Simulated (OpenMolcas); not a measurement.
Dy3+ among 3 point charges of -0.5 e arranged as a planar triangle (D3h).

```yaml
Program: OpenMolcas 26.06
Method: CASSCF
Basis: ANO-RCC-VDZP [7s6p4d2f1g]
Scalar_Hamiltonian: DKH2, point nucleus
Active_space: 9 electrons in 7 orbitals (4f)
State_averaging: 2S+1 = 6 odd, 21 roots; 2S+1 = 4 odd, 115 roots kept (CI in the orbitals of an earlier block, 108 in the spin-orbit step); 2S+1 = 2 odd, 82 roots kept (CI in the orbitals of an earlier block, 40 in the spin-orbit step)
Spin-orbit_coupling: state interaction with AMFI integrals over the reference wave functions
```

All point charges move together. At R = 2.33 Å the width of the lowest J multiplet is 599 cm-1, and at R = 2.5 Å it is 486 cm-1.

Problem. A third run gives 355 cm-1. What distance was it run at?

Solution. With a power law R^-n the two known points give n = -ln(486 / 599) / ln(2.5 / 2.33) = 2.97. Then R = 2.33 × (599 / 355)^(1/2.97) = 2.779 Å. The run was at 2.78 Å, so the estimate is off by -0.001 Å.

High states are left out of the spin-orbit mixing, which shifts the levels that they would mix with. Point charges carry no covalency, so the field is a model and not that of real ligands. No measured value stands beside these numbers.
